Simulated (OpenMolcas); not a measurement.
## Ho3+: effect of the metal basis and ligand basis

Ho3+ with 6 ligands (chloride) in octahedral coordination (Oh) at 2.66 Å. A charge of +0.5 e stands 2.4 Å behind each ligand.

```yaml
Program: OpenMolcas 26.06
Method: CASSCF
Spin-orbit_coupling: RASSI with atomic mean-field integrals over the reference wave functions
```

Fixed: active space 10 electrons in 7 orbitals (4f), DKH2 Hamiltonian.

States (labels of O, the rotations of Oh). Energies in cm-1 above the lowest state or level, χT in cm3 K/mol.

```
Run   Metal basis  Ligand basis  Ground state  First state of that spin  First gap with spin-orbit (degeneracies)  Width of lowest J  χT at 300 K                     Cost
  A  ANO-RCC-VDZP  ANO-RCC-VDZP           5A2                  5T2 56.1                                6.4 (2, 3)                135       13.860  roughly 90 core-seconds
  B  ANO-RCC-VTZP  ANO-RCC-VTZP           5A2                  5T2 55.2                                6.4 (2, 3)                140       13.864   roughly 6 core-minutes
```

Against A, the width of the lowest J multiplet changes by +3.7 % in B.

Costs are those of the RASSCF and RASSI steps.

High states are left out of the spin-orbit mixing, which shifts the levels that they would mix with. Without dynamic correlation the ligand-field splitting of an f shell can come out too small, at times by half. A group larger than the point group allows holds several states that coincide in this model. No measured value stands beside these numbers; the geometry is a model, was not optimised and need not be the one that this ion takes.
